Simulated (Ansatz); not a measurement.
Geometry optimisation, RHF/def2-SVP in Ansatz.

The input (input.yaml):

```yaml
crystal:
  periodic: [false, false, false]
  atoms:
    - { symbol: B, position_ang: [-0.7055, -0.6416, -1.1561] }
    - { symbol: Ge, position_ang: [0.448, 0.4883, 0.0284] }
    - { symbol: S, position_ang: [2.3409, -0.5824, 0.3] }
    - { symbol: Se, position_ang: [-0.5188, 0.8089, 2.1142] }
    - { symbol: H, position_ang: [-1.7998, -0.9746, -0.7867] }
    - { symbol: H, position_ang: [-0.4085, -0.8508, -2.2657] }
    - { symbol: H, position_ang: [0.25708, -1.03128, -0.61713] }
    - { symbol: H, position_ang: [1.7653, -1.6715, 0.8917] }
    - { symbol: H, position_ang: [-1.7802, 1.5043, 1.4772] }
basis:
  gaussian: { orbitals: def2-SVP }
hamiltonian:
  xc: hf
relax:
  f_tol: 0.02
  max_steps: 50
```

Run as:

```bash
$ ansatz run input.yaml --threads 2 --pin off --max-ram 3072MiB --backend cpu --events-out ev --progress --plain --runs-dir out
```

Task: Where does it end, and by what steps?

Result: The forces met the threshold. After 21 steps the energy has fallen by 1.832 eV; H8 moved furthest, 1.86 Å. Parted: Ge2–H7.

```
step  energy less start (eV)  largest force component (eV/Å)  accepted
   0                  0.0000                           2.122       yes
   1                 -0.8585                           1.265       yes
   2                 -1.1681                           0.433       yes
   3                 -1.3309                           0.510       yes
   4                 -1.4244                           0.485       yes
   5                 -1.4796                           0.521       yes
   6                 -1.5337                           0.598       yes
   7                 -1.5917                           0.831       yes
   8                 -1.6603                           0.504       yes
   9                 -1.7198                           0.345       yes
  10                 -1.7620                           0.507       yes
  11                 -1.7752                           1.002       yes
  12                 -1.8026                           0.437       yes
  13                 -1.8205                           0.144       yes
  14                 -1.8238                           0.198       yes
  15                 -1.8265                           0.181       yes
  16                 -1.8298                           0.089       yes
  17                 -1.8312                           0.049       yes
  18                 -1.8314                           0.066       yes
  19                 -1.8320                           0.053       yes
  20                 -1.8323                           0.033       yes
  21                 -1.8324                           0.008       yes
```

```xyz
9
Properties=species:S:1:pos:R:3
B -0.957 -0.827 -1.423
Ge 0.353 -0.255 0.184
S 2.496 -0.749 0.372
Se -0.152 0.827 2.192
H -1.800 0.042 -1.411
H -0.219 -0.877 -2.381
H -1.311 -1.903 -0.976
H 2.735 -0.252 1.589
H -1.547 1.044 1.840
```

Whether the end is a true minimum wasn't checked by a vibrational analysis.

Run time: 43 s on 2 threads of Intel(R) Xeon(R) Platinum 8559C (Emerald Rapids), with other jobs on the host, peak memory 0.34 GiB.
